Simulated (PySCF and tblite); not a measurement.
Values are calculated unless marked as measured or tabulated.
Stationary points of C8H7NS at GFN2-xTB, in Å:

Structure A

```
 1 C    -2.912   -0.099   -0.111
 2 C    -2.676    1.229    0.140
 3 N    -1.336    1.416    0.207
 4 C    -0.693    0.229    0.004
 5 C     0.733    0.110    0.017
 6 C     1.498   -1.009   -0.172
 7 C     2.882   -0.758   -0.092
 8 C     3.171    0.544    0.158
 9 S     1.749    1.501    0.302
10 C    -1.665   -0.735   -0.198
11 H    -3.871   -0.564   -0.220
12 H    -3.363    2.041    0.274
13 H    -0.869    2.291    0.379
14 H     1.078   -1.980   -0.364
15 H     3.634   -1.518   -0.215
16 H     4.128    1.013    0.268
17 H    -1.493   -1.776   -0.387
```

Structure B

```
 1 C    -2.930   -0.175    0.319
 2 C    -2.675    1.003   -0.327
 3 N    -1.330    1.141   -0.442
 4 C    -0.710    0.062    0.120
 5 C     0.738   -0.070    0.143
 6 C     1.550   -0.629   -0.796
 7 C     2.919   -0.590   -0.447
 8 C     3.132    0.002    0.754
 9 S     1.670    0.525    1.491
10 C    -1.688   -0.772    0.607
11 H    -3.895   -0.572    0.563
12 H    -3.348    1.745   -0.709
13 H    -0.853    1.916   -0.873
14 H     1.177   -1.061   -1.707
15 H     3.704   -0.986   -1.066
16 H     4.062    0.166    1.262
17 H    -1.525   -1.705    1.108
```

Structure C

```
 1 C    -2.908    0.179    0.593
 2 C    -2.711    0.708   -0.656
 3 N    -1.382    0.679   -0.927
 4 C    -0.710    0.137    0.134
 5 C     0.713   -0.029    0.152
 6 C     1.635    0.286   -0.812
 7 C     2.958   -0.024   -0.436
 8 C     3.037   -0.569    0.804
 9 S     1.491   -0.719    1.546
10 C    -1.650   -0.183    1.096
11 H    -3.850    0.064    1.092
12 H    -3.416    1.099   -1.363
13 H    -0.952    1.005   -1.775
14 H     1.384    0.724   -1.762
15 H     3.812    0.154   -1.064
16 H     3.908   -0.896    1.337
17 H    -1.440   -0.626    2.049
```

Level: BP86/pcSseg-1 + D3(BJ), IEF-PCM cyclohexane on GFN2-xTB stationary points, with GFN2-xTB thermal terms.

Problem. Which structure is a saddle point, and along which motion?

Solution. B: one imaginary mode (65i cm⁻¹ at GFN2-xTB, mostly on C10, N3, S9), along the rotation about the C4–C5 bond (torsion N3–C4–C5–C6 from -180° to 0°, rising).

Problem. Give their symmetry and energies above the lowest.

Solution. A Cs, 0.3 kcal/mol; B C1, 2.4 kcal/mol; C Cs, 0.0 kcal/mol.
